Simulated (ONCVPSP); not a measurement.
Which change was made? (Zr, ONCV)

- Element: zirconium (Zr)
- Generator: ONCVPSP 4.0.1
- Type: optimised norm-conserving Vanderbilt (ONCV)
- Functional: PBEsol
- Relativity: scalar-relativistic
- Frozen core: [Ar] 3d10
- Valence charge: 12
- Reference configuration: 4s2 4p6 4d2 5s2
- Partial waves: 4s+5s: rc 2.00 bohr, ncon 5, nbas 8, qcut 4.6 1/bohr, 2 projectors; 4p: rc 1.25 bohr, ncon 4, nbas 8, qcut 5.8 1/bohr, 2 projectors, debl 1 Ha; 4d: rc 1.80 bohr, ncon 3, nbas 7, qcut 5 1/bohr, 3 projectors, debl 2.6 Ha; f scattering state at 0.07 Ha: rc 2.05 bohr, ncon 4, nbas 8, qcut 5.2 1/bohr, 1 projector
- Local potential: polynomial inside 0.80 bohr (lpopt 5, dvloc0 1 Ha)
- Core correction: Teter function, fcfact 4.25, rcfact 1.35

In the p channel the program set the typed energies aside and used -1.192, 0.250 Ha.

Cutoffs, loose and tight: the cutoffs (Ha) at which the residual kinetic energy of the hardest occupied pseudo-wave falls to 1 and 0.1 mHa per electron. They do not see the model core or the augmentation charge, which bear on the density cutoff. Test errors are all-electron minus pseudo excitation energies from the reference, over the configurations 4s2 4p6 4d2 5s1; 4s2 4p6 4d2 5s0; 4s2 4p6 4d1 5s0; 4s2 4p6 4d2 5s0 5p2; variants that change the core or the reference have their own tests.

The base gives: outcome: generated, projector energies reset by the program; cutoff, loose: 65 Ha; cutoff, tight: 124 Ha; bound ghosts: s; GHOST(+) flags above zero: p, d, f; largest test error (meV): -11.

Problem. After one change the result is: outcome: generated, projector energies reset by the program; cutoff, loose: 17 Ha; cutoff, tight: 80 Ha; bound ghosts: none; GHOST(+) flags above zero: s; largest test error (meV): -10. Which change was it?
A. all radii but the core radius scaled by about 0.90 (s 1.80, p 1.12, d 1.62, f 1.84 bohr); local potential polynomial inside 0.72 bohr (lpopt 5, dvloc0 1 Ha)
B. all radii but the core radius scaled by about 1.31 (s 2.62, p 1.64, d 2.34, f 2.68 bohr); local potential polynomial inside 1.04 bohr (lpopt 5, dvloc0 1 Ha)
C. all radii but the core radius scaled by about 1.20 (s 2.40, p 1.50, d 2.16, f 2.46 bohr); local potential polynomial inside 0.96 bohr (lpopt 5, dvloc0 1 Ha)

Solution. C. The others give: all radii but the core radius scaled by about 1.31 (s 2.62, p 1.64, d 2.34, f 2.68 bohr); local potential polynomial inside 1.04 bohr (lpopt 5, dvloc0 1 Ha) → outcome: generated, projector energies reset by the program; cutoff, loose: 10 Ha; cutoff, tight: 43 Ha; bound ghosts: none; GHOST(+) flags above zero: s; largest test error (meV): -11 | all radii but the core radius scaled by about 0.90 (s 1.80, p 1.12, d 1.62, f 1.84 bohr); local potential polynomial inside 0.72 bohr (lpopt 5, dvloc0 1 Ha) → outcome: generated, projector energies reset by the program; cutoff, loose: 46 Ha; cutoff, tight: 134 Ha; bound ghosts: s; GHOST(+) flags above zero: p, d, f; largest test error (meV): -7.5.
